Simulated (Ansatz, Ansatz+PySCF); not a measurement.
```json
{"atom": "C", "x (Å)": "1.8422", "y (Å)": "0.0000", "z (Å)": "0.0000"}
{"atom": "C", "x (Å)": "1.3027", "y (Å)": "1.3027", "z (Å)": "0.0000"}
{"atom": "C", "x (Å)": "0.0000", "y (Å)": "1.8422", "z (Å)": "0.0000"}
{"atom": "C", "x (Å)": "-1.3027", "y (Å)": "1.3027", "z (Å)": "0.0000"}
{"atom": "C", "x (Å)": "-1.8422", "y (Å)": "0.0000", "z (Å)": "0.0000"}
{"atom": "C", "x (Å)": "-1.3027", "y (Å)": "-1.3027", "z (Å)": "0.0000"}
{"atom": "C", "x (Å)": "0.0000", "y (Å)": "-1.8422", "z (Å)": "0.0000"}
{"atom": "C", "x (Å)": "1.3027", "y (Å)": "-1.3027", "z (Å)": "0.0000"}
{"atom": "H", "x (Å)": "2.9272", "y (Å)": "0.0000", "z (Å)": "0.0000"}
{"atom": "H", "x (Å)": "2.0699", "y (Å)": "2.0699", "z (Å)": "0.0000"}
{"atom": "H", "x (Å)": "0.0000", "y (Å)": "2.9272", "z (Å)": "0.0000"}
{"atom": "H", "x (Å)": "-2.0699", "y (Å)": "2.0699", "z (Å)": "0.0000"}
{"atom": "H", "x (Å)": "-2.9272", "y (Å)": "0.0000", "z (Å)": "0.0000"}
{"atom": "H", "x (Å)": "-2.0699", "y (Å)": "-2.0699", "z (Å)": "0.0000"}
{"atom": "H", "x (Å)": "0.0000", "y (Å)": "-2.9272", "z (Å)": "0.0000"}
{"atom": "H", "x (Å)": "2.0699", "y (Å)": "-2.0699", "z (Å)": "0.0000"}
```

Basis set: def2-SVP (spherical functions). Charge 0, multiplicity 3.

Computed with Ansatz (development build ahead of 0.2.0); each method stands on the lowest determinant of its kind that the runs found. Restricted functionals stand beside restricted open-shell atoms, which can lie above the unrestricted atoms usual in DFT and then raise those values.

Give the atomization energy at this shape (free ground-state atoms in the same class of orbitals less the molecule, no zero-point energy) of triplet C₈H₈ by ωB97X (restricted open-shell), PBE0 (unrestricted), PBE0 (restricted open-shell), UHF, ROHF.

```tsv
method	atomization energy
ωB97X (restricted open-shell)	77.27 eV
PBE0 (unrestricted)	78.29 eV
PBE0 (restricted open-shell)	78.61 eV
UHF	57.34 eV
ROHF	58.11 eV
```

Caution: another spin multiplicity may lie lower.

The shape needn't be a minimum at these levels.
